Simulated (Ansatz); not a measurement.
Z-matrix (Å, degrees):
```
C
F 1 1.389
C 1 1.517 2 107.7
B 1 1.562 2 114.0 3 127.6
H 1 1.103 2 107.6 3 -114.2
O 3 1.370 1 108.8 2 -163.6
F 3 1.389 1 108.9 2 76.5
H 3 1.097 1 110.4 2 -38.7
H 4 1.191 1 118.4 2 -174.9
H 4 1.192 1 120.1 2 8.3
H 6 0.961 3 109.1 1 173.5
```

The species carries charge 0 and has multiplicity 1.

**Question.** List the PBE0/def2-TZVPP orbital energies in eV (Ansatz). (Estimate.)

**Answer.** The calculation gave: Occupied: -673.95, -673.71, -523.71, -282.07, -280.20, -185.05, -34.00, -33.43, -29.92, -21.58, -18.21, -16.33, -15.44, -14.64, -14.21, -13.74, -12.36, -12.11, -11.70, -10.67, -10.07, -9.85, -9.38, -9.04. Lowest empty: -1.74, 0.71, 1.51, 2.40, 2.55, 2.68, 3.04, 3.30.
